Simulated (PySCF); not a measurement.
# `C#C/C(Br)=C\C#CCC`, C$_{8}$H$_{7}$Br

Cartesian coordinates in Å; atom numbers follow the order of the lines, from 1:
```xyz
16

C     2.4243    1.7749   -0.4839
C     2.4321    0.5754   -0.5618
C     2.5184   -0.8193   -0.6731
Br    4.2514   -1.4903   -1.1734
C     1.5055   -1.6748   -0.4604
C     0.2267   -1.2313   -0.0942
C    -0.8777   -0.8666    0.2216
C    -2.1918   -0.3970    0.5981
C    -2.2304    1.1279    0.7049
H     2.3830    2.8199   -0.4068
H     1.6508   -2.7409   -0.5674
H    -2.4646   -0.8452    1.5586
H    -2.9152   -0.7372   -0.1495
H    -1.5194    1.4749    1.4512
H    -1.9740    1.5822   -0.2494
H    -3.2268    1.4564    0.9919
```

Method: GIAO BHandHLYP/pcSseg-1 magnetisability, rotational g tensor and spin-rotation constants, non-relativistic, gas phase (PySCF 2.14.0). Geometry: GFN2-xTB.

The calculation is non-relativistic, which matters for the atoms heavier than Zn.

Problem. How diamagnetic is it, and how anisotropic?

Solution. Isotropic -1665 × 10⁻³⁰ J/T², or -100.3 × 10⁻⁶ cm³/mol; principal values -1760, -1629, -1606 × 10⁻³⁰ J/T², anisotropy 144 × 10⁻³⁰ J/T² (root of half the summed squared differences of the principal values). The susceptibility is in cgs units.

Problem. Split it along the inertial axes a, b, c into diamagnetic and paramagnetic parts about the centre of mass, with the quadrupole moment.

Solution. 
| axis | χ (10⁻⁶ cm³/mol) | diamagnetic (10⁻⁶ cm³/mol) | paramagnetic (10⁻⁶ cm³/mol) | summed x² of all electrons (Å²) | quadrupole Θ (D Å) |
| --- | --- | --- | --- | --- | --- |
| a | -105.6 | -536.0 | 430.4 | 652.7 | +8.39 |
| b | -97.1 | -2842.7 | 2745.6 | 109.0 | +2.78 |
| c | -98.1 | -3231.2 | 3133.1 | 17.4 | -11.17 |

Anisotropies 2χaa − χbb − χcc = -16.1 and 2χbb − χaa − χcc = +9.5 × 10⁻⁶ cm³/mol. Θ is traceless in Buckingham's convention.

Problem. And the rotational g tensor?

Solution. 
| axis | rotational constant (GHz) | g | nuclear part | electronic part |
| --- | --- | --- | --- | --- |
| a | 2.9125 | -0.0098 | 0.5791 | -0.5888 |
| b | 0.4143 | -0.0024 | 0.5321 | -0.5345 |
| c | 0.3644 | -0.0006 | 0.5358 | -0.5364 |

Asymmetric top; isotopes 79Br, 12C, 1H; no vibrational averaging.
